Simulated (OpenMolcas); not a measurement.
**F5+: CASPT2 settings compared**

```
Program             : OpenMolcas
Basis               : ANO-RCC-VDZP [3s2p1d]
Scalar Hamiltonian  : DKH4, point nucleus
Active space        : 2 electrons in 4 orbitals (2s 2p)
State averaging     : 2S+1 = 1 even, 6 roots; 2S+1 = 3 even, 3 roots kept (CI in the orbitals of an earlier block); 2S+1 = 1 odd, 3 roots; 2S+1 = 3 odd, 3 roots kept (CI in the orbitals of an earlier block)
Spin-orbit coupling : RASSI with atomic mean-field integrals over the reference wave functions, term energies averaged over their components
```

Methods on the same reference wave functions:
A. CASSCF
B. SS-CASPT2, IPEA 0.15 Eh, imaginary shift 0.3 Eh (closed shells correlated: 1s)
C. XMS-CASPT2, IPEA 0.15 Eh, imaginary shift 0.3 Eh (closed shells correlated: 1s)
D. XMS-CASPT2, IPEA 0.3 Eh, imaginary shift 0.3 Eh (closed shells correlated: 1s)

Energies in cm⁻¹ above 2s² ¹S₀, the measured ground level; measured values from Moore, Atomic Energy Levels, vol. I, NSRDS-NBS 35 (1971 reprint of NBS Circular 467, 1949).

```tsv
Level	A	B	C	D	Measured
2s² ¹S₀	0.0	0.0	0.0	0.0	0.0
2s 2p ³P°₀	119276	118159	118149	118158	
2s 2p ³P°₁	119479	118362	118352	118360	96861
2s 2p ³P°₂	119887	118770	118760	118769	97437
2s 2p ¹P°₁	216266	209624	209254	209311	
2p² ³P₀	295633	294930	294951	294957	
2p² ³P₁	295837	295134	295155	295162	251635
2p² ³P₂	296243	295539	295560	295566	252145
```

Deviations, from unrounded energies. A percentage is the sum of absolute deviations over the sum of measured energies, with the sign that they share, or ± where signs differ.

```
           Against measurement  Levels      A      B      C      D
mean absolute deviation (cm-1)       4  33000  32000  32000  32000
      other configurations (%)       4  +19.1  +18.6  +18.6  +18.6
```

A, B, C, D lie about equally close to measurement. The largest miss of B in the table is 2p² ³P₁, by +43000 cm-1. The ranking rests on the paired levels alone, and a cruder setting can come out closer through cancelling errors.

Among B to D the level of the table that moves most is 2s 2p ¹P°₁, by 370 cm-1 (lowest in C, highest in B).

The lowest spin-free term lies below A's lowest term by 0.003 hartree in B, 0.003 hartree in C, 0.003 hartree in D.

Terms from blocks run as CI alone lack orbitals of their own. The basis is small and was not contracted for so high a charge. Measured partners are found by configuration, term and J. A level has none where our copy of the source lacks it or the pairing is in doubt (some pairs that miss far off the trend of their configuration count as doubtful), and it then counts in no deviation. Only configurations of the active space appear. Levels that lie high or do not pair safely by name in every column are left out.

° marks odd parity.
